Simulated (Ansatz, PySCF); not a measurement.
Molecule: H2Te2, charge 0, multiplicity 1. SMILES: [TeH][TeH]
Geometry from a B3LYP-D3(BJ)/def2-TZVP (Ansatz, an electronic-structure program) optimisation:
```xyz
4

Te    -0.0136     0.0157    -1.3655
Te    -0.0251     0.0059     1.3654
H      1.5837     0.4689    -1.5191
H      0.4290    -1.5908     1.5235
```

Property: atomisation energy (electronic, to ground-state atoms), in kcal/mol. Correlated levels leave the core frozen unless marked. UHF or UKS for open shells. Spin-orbit coupling is left out. Frozen are the shells of the preceding noble gas and the d and f shells that filled before the atom's block. In def2 rows, elements after Kr have scalar-relativistic effective core potentials. The coupled-cluster limit lacks core correlation, which all-electron functionals hold. CBS marks a two-point X^-3 extrapolation of the correlation energy; Hartree-Fock from the larger set.

```tsv
level	program	atomisation energy (kcal/mol)
PBE-D3(BJ)/def2-TZVPD	Ansatz + dftd3	?
BP86-D4/def2-TZVPD	PySCF + dftd4	?
M06-L-D4/def2-TZVPD	PySCF + dftd4	192.5
B3LYP-D3(BJ)/def2-TZVPD	Ansatz + dftd3	?
r2SCANh-D4/def2-TZVPD	Ansatz + dftd4	184.8
PW6B95/def2-TZVPD	PySCF	188.7
RPA@PBE/def2-QZVPP	Ansatz	175.0
CCSD/def2-TZVPP	Ansatz	?
CCSD/def2-QZVPPD	Ansatz	178.7
CCSD(T)/CBS(def2-TZVPPD,def2-QZVPPD)	Ansatz	187.2
```

Question: Some entries are withheld; supply them.

Answer: 
- PBE-D3(BJ)/def2-TZVPD, atomisation energy (kcal/mol): 193.4
- BP86-D4/def2-TZVPD, atomisation energy (kcal/mol): 199.5
- B3LYP-D3(BJ)/def2-TZVPD, atomisation energy (kcal/mol): 190.5
- CCSD/def2-TZVPP, atomisation energy (kcal/mol): 172.7
